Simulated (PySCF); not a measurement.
Isomers of C3H6O. All species are isolated molecules in the gas phase. One relaxed conformer stands for each flexible species; it need not be the lowest. Strings in code marks are SMILES.

Calculation: PBE-D3(BJ)/def2-TZVP // B3LYP-D3(BJ)/def2-TZVP (PySCF). All candidates: neutral, multiplicity 1. 

```
Item             Result
-------------  --------
HOMO–LUMO gap   5.13 eV
HOMO           -6.13 eV
```

Problem. Name which member has these values.
A) `C=COC` (C–C–O–C torsion 0°)
B) `C=CCO` (C–C–C–O torsion -128°, C–C–O–H torsion -169°)
C) `C1COC1`
D) `OC1CC1` (H–O–C–C torsion 144°)

Solution. B, `C=CCO` (C–C–C–O torsion -128°, C–C–O–H torsion -169°). The others give `C=COC` (C–C–O–C torsion 0°): 5.37 eV, -5.51 eV; `C1COC1`: 6.11 eV, -5.55 eV; `OC1CC1` (H–O–C–C torsion 144°): 6.46 eV, -6.05 eV
